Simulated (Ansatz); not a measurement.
Reaction (ligand exchange at the Si–C bond): `C=C[SiH2]N` + `B[TeH]` → `B[Te][SiH2]N` + `C=C`

Program: Ansatz. Geometries: PBE0-D4/def2-TZVP. ΔE: electronic, gas phase. CCSD(T)/CBS adds triple-zeta CCSD(T) − MP2 to the extrapolated MP2 energy (def2 sets, frozen cores). This one scheme is used for every species. Functionals use def2-TZVPP. B3LYP here is the variant with VWN-RPA as its local correlation; programs differ in this. HSE06 is defined as in plane-wave codes. def2 core potentials past Kr. For Te outer-core shells are correlated without core-valence functions, which leaves a few kJ/mol of doubt a bond. Each species was taken in one conformer, which may not be the lowest.

`C=C[SiH2]N`:

Cartesian coordinates in Å:
```
C 0.609 0.480 -1.600
C -0.337 -0.327 -1.130
Si -0.666 -0.558 0.691
N 0.348 0.356 1.728
H 0.794 0.609 -2.663
H 1.246 1.052 -0.930
H -0.947 -0.876 -1.848
H -0.482 -1.998 1.022
H -2.076 -0.170 0.967
H 0.210 1.344 1.861
H 1.301 0.086 1.903
```

`B[TeH]`:

Z-matrix (Å, degrees):
```
B
Te 1 2.099
H 1 1.189 2 120.6
H 1 1.191 2 116.2 3 -180.0
H 2 1.659 1 96.2 3 -0.0
```

`B[Te][SiH2]N`:

Z-matrix (Å, degrees):
```
Si
Te 1 2.540
N 1 1.710 2 116.2
H 1 1.483 2 106.3 3 120.9
H 1 1.483 2 106.5 3 -120.9
B 2 2.101 1 97.1 3 1.6
H 3 1.008 1 118.9 2 -69.9
H 3 1.008 1 119.0 2 69.3
H 6 1.192 2 120.8 1 -0.0
H 6 1.192 2 116.8 1 -180.0
```

`C=C`:

Cartesian coordinates in Å:
```
C 0.556 -0.278 0.226
C -0.556 0.278 -0.226
H 1.145 -0.952 -0.387
H 0.925 -0.082 1.227
H -1.145 0.952 0.387
H -0.925 0.082 -1.227
```

| level | ΔE (kcal/mol) | difference from CCSD(T)/CBS |
| --- | --- | --- |
| LDA (SPW92) | -13.0 | 0.9 |
| PBE-D4 | -14.5 | -0.6 |
| revPBE-D4 | -14.1 | -0.2 |
| BLYP-D4 | -13.3 | 0.6 |
| r2SCAN-D4 | -13.7 | 0.2 |
| B97M-V | -11.5 | 2.4 |
| PBE0-D4 | -14.3 | -0.4 |
| B3LYP-D4 | -13.3 | 0.6 |
| r2SCANh-D4 | -13.8 | 0.1 |
| r2SCAN0-D4 | -13.9 | 0.0 |
| HSE06-D4 | -14.4 | -0.5 |
| BHLYP-D4 | -13.4 | 0.5 |
| CAM-B3LYP-D4 | -11.9 | 2.0 |
| ωB97X-V | -12.4 | 1.5 |
| ωB97M-V | -12.5 | 1.4 |
| PBE-QIDH | -14.0 | -0.1 |
| revPBE | -14.2 | -0.3 |
| BLYP | -12.6 | 1.3 |
| r2SCAN | -13.6 | 0.3 |
| PBE0 | -13.8 | 0.1 |
| B3LYP | -12.4 | 1.5 |
| r2SCAN0 | -13.7 | 0.2 |
| BHLYP | -12.1 | 1.8 |
| CAM-B3LYP | -11.3 | 2.6 |
| LC-ωPBE | -12.2 | 1.7 |
| RPA@PBE/def2-TZVPP | -11.6 | 2.3 |
| HF/def2-SVP | -12.0 | 1.9 |
| MP2/def2-SVP | -13.9 | 0.0 |
| CCSD/def2-SVP | -12.8 | 1.1 |
| CCSD(T)/def2-SVP | -13.1 | 0.8 |
| HF/def2-TZVPP | -11.6 | 2.3 |
| MP2/def2-TZVPP | -14.4 | -0.5 |
| SCS-MP2/def2-TZVPP | -13.2 | 0.7 |
| CCSD/def2-TZVPP | -12.1 | 1.8 |
| CCSD(T)/def2-TZVPP | -12.6 | 1.3 |
| MP2/def2-QZVPP | -15.1 | -1.2 |
| SCS-MP2/def2-QZVPP | -13.9 | 0.0 |
| HF/CBS(def2) | -11.5 | 2.4 |
| MP2/CBS(def2) | -15.6 | -1.7 |
| CCSD/CBS(def2) | -13.4 | 0.5 |
| CCSD(T)/CBS | -13.9 | 0 |

Largest T1 diagnostic among the species: 0.015.

Leaving LDA and LC-ωPBE aside and taking each functional with its dispersion term where it has one, the values spread over 3.0 kcal/mol, from PBE-D4 to B97M-V. LDA lies +1.0 kcal/mol from PBE without D4. At CCSD(T), def2-SVP lies +0.8 kcal/mol from the extrapolated value and def2-TZVPP +1.3 kcal/mol.
